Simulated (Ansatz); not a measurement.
## Nudged elastic band run: FGeH6O2Si

Input:

```yaml
crystal:
  periodic: [false, false, false]
  atoms:
    - { symbol: Ge, position_ang: [-0.322225, -0.075393, -0.115011] }
    - { symbol: H, position_ang: [-0.131322, 0.016402, 1.416976] }
    - { symbol: F, position_ang: [1.240636, -0.37197, -0.872606] }
    - { symbol: O, position_ang: [-1.002843, 1.464539, -0.674672] }
    - { symbol: H, position_ang: [-1.35184, 1.370466, -1.582029] }
    - { symbol: O, position_ang: [-1.356123, -1.401365, -0.715492] }
    - { symbol: H, position_ang: [-0.796461, -2.11599, -1.076375] }
    - { symbol: Si, position_ang: [0.160762, 0.131378, 4.356686] }
    - { symbol: H, position_ang: [-0.567963, -1.150204, 4.656328] }
    - { symbol: H, position_ang: [1.566218, 0.105934, 4.891504] }
    - { symbol: H, position_ang: [-0.601839, 1.329804, 4.849889] }
magnetization:
  spin_polarized: true
  initial_magnetization: 1
basis:
  gaussian: { orbitals: def2-SVP }
hamiltonian:
  xc: pbe
neb:
  order_check: false
  images: 5
  f_tol: 0.05
  max_iterations: 60
  initial_path: linear
  final_atoms:
    - { symbol: Ge, position_ang: [-0.21970851, -0.03072428, -0.38125865] }
    - { symbol: H, position_ang: [0.05974435, 0.08578515, 2.61615614] }
    - { symbol: F, position_ang: [1.42320316, -0.260276, -0.99494372] }
    - { symbol: O, position_ang: [-0.80006487, 1.43634956, -1.24751603] }
    - { symbol: H, position_ang: [-1.77427355, 1.49678596, -1.18115077] }
    - { symbol: O, position_ang: [-1.25379009, -1.39295566, -0.98037731] }
    - { symbol: H, position_ang: [-0.90487964, -2.25394514, -0.67361907] }
    - { symbol: Si, position_ang: [0.07566296, 0.06280737, 4.1253824] }
    - { symbol: H, position_ang: [-0.68721463, -1.14167428, 4.60143627] }
    - { symbol: H, position_ang: [1.49628843, -0.01128083, 4.6081627] }
    - { symbol: H, position_ang: [-0.57796761, 1.31272915, 4.64292604] }
```

Launched with:

```bash
$ ansatz run input.yaml --threads 4 --pin off --max-ram 5120MiB --backend cpu --events-out ev --progress --plain --runs-dir out
```

Output, in part (warnings, iteration lines, the closing report on the highest movable image, with atoms numbered from 0):

```
NEB end point (image 0): max|allowed force component| = 9.050e-3 eV/Å (the criterion of neb.relax_end_points is 1.000e-2)
NEB end point (image 6): max|allowed force component| = 1.732e-2 eV/Å (the criterion of neb.relax_end_points is 1.000e-2)
NEB iter   1: max|band force component| = 1.595e1 eV/Å  barrier→ = 2.5028 eV  barrier← = 2.8315 eV  Δτ_max = 0.2000 Å  (224 SCF iters)
NEB iter   2: max|band force component| = 1.925e0 eV/Å  barrier→ = 0.4041 eV  barrier← = 0.7329 eV  Δτ_max = 0.2000 Å  (180 SCF iters)
NEB iter   3: max|band force component| = 2.528e0 eV/Å  barrier→ = 0.1617 eV  barrier← = 0.4905 eV  Δτ_max = 0.1006 Å  (163 SCF iters)
NEB iter   4: max|band force component| = 4.592e-1 eV/Å  barrier→ = 0.0443 eV  barrier← = 0.3731 eV  CI = image 2  Δτ_max = 0.1486 Å  (163 SCF iters)
NEB iter   5: max|band force component| = 5.001e-1 eV/Å  barrier→ = 0.0368 eV  barrier← = 0.3656 eV  CI = image 2  Δτ_max = 0.0737 Å  (162 SCF iters)
NEB iter   6: max|band force component| = 3.101e-1 eV/Å  barrier→ = 0.0337 eV  barrier← = 0.3624 eV  CI = image 2  Δτ_max = 0.1006 Å  (162 SCF iters)
NEB iter   7: max|band force component| = 2.026e-1 eV/Å  barrier→ = 0.0190 eV  barrier← = 0.3478 eV  CI = image 2  Δτ_max = 0.1185 Å  (162 SCF iters)
NEB iter   8: max|band force component| = 1.274e-1 eV/Å  barrier→ = 0.0137 eV  barrier← = 0.3425 eV  CI = image 2  Δτ_max = 0.0725 Å  (161 SCF iters)
NEB iter   9: max|band force component| = 4.364e-2 eV/Å  barrier→ = 0.0127 eV  barrier← = 0.3414 eV  CI = image 2  Δτ_max = 0.0225 Å  (284 SCF iters)
NEB iter  10: max|band force component| = 6.922e-2 eV/Å  barrier→ = 0.0124 eV  barrier← = 0.3411 eV  CI = image 2  Δτ_max = 0.0113 Å  (33 SCF iters)
NEB iter  11: max|band force component| = 4.942e-2 eV/Å  barrier→ = 0.0117 eV  barrier← = 0.3405 eV  CI = image 2  Δτ_max = 0.0000 Å  (312 SCF iters)
Total energy: -71270.09615670 eV, -2619.1277251525 hartree
Atom 0 at    -0.256860    -0.050296     0.096541 Å, force     0.007026     0.022433     0.003843 eV/Å
Atom 1 at    -0.077047    -0.006068     1.686642 Å, force     0.001788     0.002831     0.001995 eV/Å
Atom 2 at     1.328438    -0.276935    -0.647845 Å, force    -0.001850    -0.004747     0.000530 eV/Å
Atom 3 at    -0.973926     1.493493    -0.418658 Å, force    -0.006252    -0.012635    -0.004022 eV/Å
Atom 4 at    -1.354675     1.401082    -1.314227 Å, force     0.009254    -0.000668     0.010277 eV/Å
Atom 5 at    -1.268304    -1.357414    -0.590164 Å, force    -0.020845     0.003215     0.000594 eV/Å
Atom 6 at    -0.709250    -2.115787    -0.846686 Å, force     0.012823    -0.009423    -0.010352 eV/Å
Atom 7 at     0.050309     0.067854     3.958539 Å, force    -0.004859    -0.006017    -0.040239 eV/Å
Atom 8 at    -0.681317    -1.190414     4.331667 Å, force    -0.014251    -0.025355     0.015168 eV/Å
Atom 9 at     1.467153     0.047763     4.456665 Å, force     0.032775     0.001566     0.011292 eV/Å
Atom 10 at    -0.687521     1.290323     4.422724 Å, force    -0.015610     0.028800     0.010913 eV/Å
Dipole moment:    -0.094196    -0.232170     0.029067 e Å
```

It converged. The band force fell under the threshold earlier too, but the program's further tests of the path sent the band on. Another band between the same ends (5 images) ends at a top of the same energy, where a vibrational analysis finds 1 clearly imaginary mode.

Final band (atoms are numbered from 1 in the order of the input):

| image | path coordinate (Å) | energy (eV) | Ge1–H2 (Å) | H2–Si8 (Å) |
| --- | --- | --- | --- | --- |
| 0 | 0.00 | 0.000 | 1.55 | 2.96 |
| 1 | 0.52 | 0.004 | 1.56 | 2.64 |
| 2 | 1.05 | 0.012 | 1.60 | 2.28 |
| 3 | 1.58 | -0.180 | 2.07 | 1.65 |
| 4 | 2.11 | -0.297 | 2.46 | 1.53 |
| 5 | 2.63 | -0.323 | 2.74 | 1.51 |
| 6 | 3.16 | -0.329 | 3.01 | 1.51 |

Run time: 120 s on 4 threads of Arm Neoverse V2, with other jobs on the host, peak memory 0.22 GiB.
